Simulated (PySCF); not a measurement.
TaOF2, SMILES [O]=[Ta]([F])[F] (connectivity only; charge and spin as stated), neutral, multiplicity 2.

The structure is a stationary point at PBE-D3(BJ)/def2-TZVP. The spin state was assumed, not searched. The isomer is the one that the SMILES or the coordinates give; other isomers of the formula were not compared. The def2 effective core potentials stand for the cores of Ta; spin–orbit coupling is left out.

These are PBE/def2-TZVPD (PySCF) values and carry that method's errors.

Gas-phase values at a fixed geometry.

total energy: -332.01298 hartree
point group: Cs
α spin, highest occupied and lowest empty level: -6.01 and -3.67 eV
β spin, highest occupied and lowest empty level: -8.31 and -4.28 eV
dipole moment: 2.01 D
quadrupole, principal values (traceless, Buckingham form, about the centre of nuclear charge): -4.20, -3.26, 7.46 D·Å
mean static polarisability: 47.3 bohr³ (7.02 Å³)
polarisability, principal values: 43.1, 48.6, 50.3 bohr³
⟨S²⟩: 0.754 (pure state 0.75)
